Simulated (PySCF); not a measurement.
## TiOCl, doublet: molecular constants

Computed with PySCF, UPBE0, basis Ti def2-TZVP, O def2-TZVP, Cl def2-TZVP (no relativity, density fitting).

The structure is a minimum.

Coordinates in bohr (charge 0 multiplicity 2):
```
Ti   -0.9111    0.0000   -0.8805
O    -3.7197    0.0000    0.2768
Cl    2.9448    0.0000    1.0702
```

| Quantity | Value |
| --- | --- |
| Point group | Cs |
| Bond lengths | Ti–Cl 2.287 Å, Ti–O 1.607 Å |
| Bond angles | Cl–Ti–O 130.8° |
| Atomisation energy without zero-point energy | 1114 kJ/mol |
| Zero-point energy | 9.4 kJ/mol |
| Enthalpy at 298.15 K above 0 K | 12.68 kJ/mol |
| Highest occupied level (α) | -6.27 eV |
| Dipole moment | 4.95 D |
| Rotational symmetry number | 1 |
| Heat capacity Cp at 298.15 K | 48.8 J/(mol K) |
| Rotational constants | 1.343, 0.1007, 0.09365 cm⁻¹ |
| Principal quadrupole moments (Buckingham, traceless) about the centre of mass | -16.30, 5.78, 10.51 D Å |
| Spin squared ⟨S²⟩ | 0.758 |
| Principal polarisabilities | 29.1, 57.6, 59.7 bohr³ |
| Lowest empty level (α) | -2.88 eV |
| Entropy at 298.15 K and 1 bar (electronic part: spin only) | 291.9 J/(mol K) |

Harmonic modes (masses in u: Ti 47.948, O 15.995, Cl 34.969):
| symmetry | ω (cm⁻¹) | IR (km/mol) | μ (u) | type |
| --- | --- | --- | --- | --- |
| a' | 108 | 38.2 | 22.11 | bend |
| a' | 406 | 88.1 | 37.55 | stretch |
| a' | 1063 | 309 | 19.23 | stretch |

Charges (e):
```csv
atom,Mulliken,Löwdin,polar tensor,spin (Mulliken),Mayer order to Ti1
Ti1,1.06,0.31,1.78,1.13,–
O2,-0.56,-0.25,-1.07,-0.12,2.18
Cl3,-0.49,-0.06,-0.72,-0.02,0.90
```

Mulliken populations on Ti1: s 6.15, p 12.22, d 2.55, f 0.03.

Formally Ti is in oxidation state +3, d1, with 1 unpaired electron. The Mulliken spin on Ti is 1.13. The polar-tensor charge on Ti, 1.78, is far below the formal one.

This need not be the most stable arrangement of these atoms. Open d and f shells are described by one determinant, and the ground state may have another occupation or spin.

The final relaxation and frequency run took 45 s on 4 threads of a shared Arm Neoverse V2 host, with 113 basis functions and 16 gradients; the process peaked at 1 GiB. Launch command: `OMP_NUM_THREADS=4 python axn.py task.json out`.
